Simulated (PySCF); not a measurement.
Bond length, frequency and bond energy of CsBi by level of theory

State: ³Σ⁻ (triplet), unpaired electrons π ↑↑. Set-up: Cs def2-SVPD with ECP46, Bi def2-SVPD with ECP60; scalar-relativistic core potentials (PySCF 2.14). De refers to Cs + Bi in their high-spin ground configurations, without counterpoise correction. The functionals are run spin-unrestricted. A positive dipole means Cs(−)Bi(+).

```
       Level  Re (Å)  ωe (cm⁻¹)  De (eV)   μ (D)
        ROHF   3.837       77.3    0.088  -12.40
    ROHF-MP2   3.780       79.4     0.63     n/a
ROHF-SCS-MP2   3.797       78.1     0.63     n/a
   ROHF-CCSD   3.811       75.1     0.65     n/a
ROHF-CCSD(T)   3.817       74.0     0.70     n/a
         PBE   3.757       74.7     1.14   -8.35
      PBEsol   3.705       78.2     1.22   -8.47
        PW91   3.748       75.7     1.19   -8.46
      r²SCAN   3.772       75.2     1.05   -9.66
        PBE0   3.736       78.0     1.05   -9.55
     LC-ωPBE   3.700       84.3     1.00  -11.76
      B2PLYP   3.777       76.9     0.98  -10.27
```

The bond length runs from 3.700 Å (LC-ωPBE) to 3.837 Å (ROHF). De spans 0.09 eV (ROHF, mean field) to 1.22 eV (PBEsol, GGA). Correlation at CCSD(T) changes the Hartree–Fock bond energy by +0.61 eV; the triples alone change it by +0.05 eV.

Correlated steps freeze 4 core orbitals. Correlated levels converge slowly with the basis: in double zeta they bind strong bonds too weakly, by up to about 1 eV, and carry superposition errors of some tenths. Spin–orbit coupling is left out, which matters for elements this heavy, above all for dissociation energies. B2PLYP dipoles, levels and charges come from its SCF part alone. The state was picked by a PBE0 search and need not be the measured ground state.

The whole job (state search and all levels along the bond) took about 4.1 min on 1 thread of Oxide Virtual Turin-like (shared host), peak memory 0.79 GiB.
